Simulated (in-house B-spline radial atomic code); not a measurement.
Stripping zirconium of all its electrons. The total binding energy is the sum of the 40 successive ionisation energies. Configuration: [Kr] (4d3/2)2 5s2. Computed with a B-spline radial code for spherical atoms: Dirac-Hartree-Fock, average of the jj configuration, Fermi nucleus of rms radius 4.2694 fm.

Dirac-Coulomb total energy: -3597.0916 hartree. First-order corrections (hartree): Breit 2.039, self-energy 1.526, vacuum polarisation -0.1664, recoil 0.0156.

Task: What total binding energy follows, and how does it compare with the sum of NIST's ionisation energies?

Result: 97789 eV from the corrected total, against 97826 ± 36 eV from NIST's table (measured, semi-empirical and theoretical entries, uncertainties added in quadrature). The difference, +37 eV, is within about twice the table's uncertainty, so it can't show the correlation energy.

Task: What share of the binding belongs to the last two electrons?

Result: 45 % by NIST's values (43753.2 eV).
